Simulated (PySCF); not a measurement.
PySCF job for Ge(H)2(F)(OMe) (CH₅FGeO), SMILES C[O][GeH2][F], IEF-PCM-B3LYP/def2-SVP. Geometry: PBE0-D3(BJ)/def2-SVP. One conformer was computed; it need not be the lowest.

```python
import numpy as np
from pyscf import gto, scf, dft
from pyscf.solvent import pcm

mol = gto.M(
    atom='''
    Ge    0.55307365    0.06195619   -0.30308594
    F     0.86060780    0.86667670    1.21130287
    O    -0.88683792   -0.92824518   -0.09662601
    C    -2.14130964   -0.34327264    0.14080683
    H     1.70624979   -0.90116969   -0.57236397
    H     0.29480852    1.18577961   -1.31841048
    H    -2.20916097    0.08962007    1.15440568
    H    -2.38226474    0.45372298   -0.58872241
    H    -2.91089844   -1.12504388    0.05028264
    ''',
    basis='def2-SVP',
    charge=0,
    spin=0,
    max_memory=1600,
    verbose=3,
)
mf = dft.RKS(mol, xc='b3lyp').density_fit(auxbasis='def2-universal-jkfit')
mf.grids.level = 3
mf.conv_tol = 1e-9
mf.max_cycle = 100
mf.kernel()
res = {}
for name, eps in {'water': 78.355, 'dimethylsulfoxide': 46.826, '2-propanol': 19.264}.items():
    s = mf.PCM()
    s.with_solvent.method, s.with_solvent.eps, s.with_solvent.lebedev_order = 'IEF-PCM', eps, 29
    s.kernel(mf.make_rdm1())
    res[name] = (s.e_tot, eps, s.dip_moment(), s.mo_energy, s.converged)
    print(f'{name}: electrostatic solvation free energy {(s.e_tot - mf.e_tot) * 627.509474:.3f} kcal/mol')
```

It prints:

```
converged SCF energy = -2292.83896721864

WARN: PCM is an experimental feature. It is still in testing.
Features and APIs may be changed in the future.

converged SCF energy = -2292.84495641425
Dipole moment(X, Y, Z, Debye): -0.69033,  0.37950, -2.02181
water: electrostatic solvation free energy -3.758 kcal/mol

WARN: PCM is an experimental feature. It is still in testing.
Features and APIs may be changed in the future.

converged SCF energy = -2292.84487286634
Dipole moment(X, Y, Z, Debye): -0.68952,  0.37628, -2.01583
dimethylsulfoxide: electrostatic solvation free energy -3.706 kcal/mol

WARN: PCM is an experimental feature. It is still in testing.
Features and APIs may be changed in the future.

converged SCF energy = -2292.84458316018
Dipole moment(X, Y, Z, Debye): -0.68673,  0.36540, -1.99529
2-propanol: electrostatic solvation free energy -3.524 kcal/mol
```

Self-consistency was reached.
